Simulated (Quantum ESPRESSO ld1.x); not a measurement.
One sound ld1.x (Quantum ESPRESSO 7.5) input for neutral xenon gives E = -7441.3629 hartree in 34 iterations:

```
 &input
    zed=54.0,
    iswitch=1,
    rel=1,
    dft='PZ',
    config='[Xe]',
    prefix='ld1',
    max_out_wfc=37,
    file_charge='ld1.rho',
 /
```

Changed or added lines, one case at a time, and what came of them:

- rel=2 relpert=.true.: refused. The program stops in ld1_readin with "perturbative SO-splitting for AE calculations with rel=0 only": the perturbative correction needs rel = 0.
- noscf=.true.: ran as typed. With noscf the program prints the levels of a bare nucleus, with no screening and no total energy; they are not those of the atom.
- zed=-3.0: refused. The program stops in ld1_readin with "wrong nuclear charge zed:  -3.00": zed must lie above 0 and at most 103.
- dft='XYZ': refused. The program stops in set_dft_from_name with "XYZ: unrecognized dft": the name is not a functional that the program knows.
- atom='D2' (without zed): crashed. The symbol names no element; the program warns, takes a nuclear charge of zero and dies without a result.
- nspin=1: refused. The program stops in ld1_readin with "reading input namelist": the namelist holds a keyword that &input does not know.
- lsd=1 dft='BLYP': silently wrong. The run ends normally, but in this build (ld1.x 7.5) Etot and Exc of a spin-polarised run lack the gradient corrections of exchange and correlation and come out near their LSDA values (nitrogen, PBE: -54.132 hartree against -54.536 from two other codes). The eigenvalues and orbitals are those of the GGA; the energies must not be used.
